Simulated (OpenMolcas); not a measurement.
W5+ among 6 point charges of -1 e arranged as a trigonal prism (D3h), with a polar angle of 56.0° against the regular 49.1°.

```json
{
  "Program": "OpenMolcas",
  "Method": "SS-CASPT2, IPEA 0.25 Eh, imaginary shift 0.1 Eh (closed shells correlated: 4f 5s 5p)",
  "Basis": "ANO-RCC-VDZP [7s6p4d2f1g]",
  "Scalar Hamiltonian": "DKH2, point nucleus",
  "Active space": "1 electron in 5 orbitals (5d)",
  "State averaging": "2S+1 = 2 even, 5 roots",
  "Spin-orbit coupling": "RASSI with atomic mean-field integrals over the reference wave functions"
}
```

All point charges move together. At R = 1.72 Å the first state of the same spin is 5350 cm-1, and at R = 1.9 Å it is 3700 cm-1.

Problem. A third run gives 4350 cm-1. What distance was it run at?

Solution. With a power law R^-n the two known points give n = -ln(3700 / 5350) / ln(1.9 / 1.72) = 3.71. Then R = 1.72 × (5350 / 4350)^(1/3.71) = 1.819 Å. The run was at 1.82 Å, so the estimate is off by -0.001 Å.

Roots that are degenerate in the reference are averaged as groups; the widest CASPT2 spread within a group is 83 cm-1 (the 2-fold group of multiplicity 2 near 3700 cm-1 above the lowest state of its run, R = 1.9). Shifts and gaps below about the spread of the groups concerned are not significant. Free-ion shares, where given, are those of the reference states; single-state CASPT2 does not remix them. Spin-orbit coupling mixes the spin-free states strongly: the lowest level takes only 68 % from its leading state, 2A1 (holds for R = 1.9). Point charges carry no covalency, so the field is a model and not that of real ligands. No measured value stands beside these numbers.
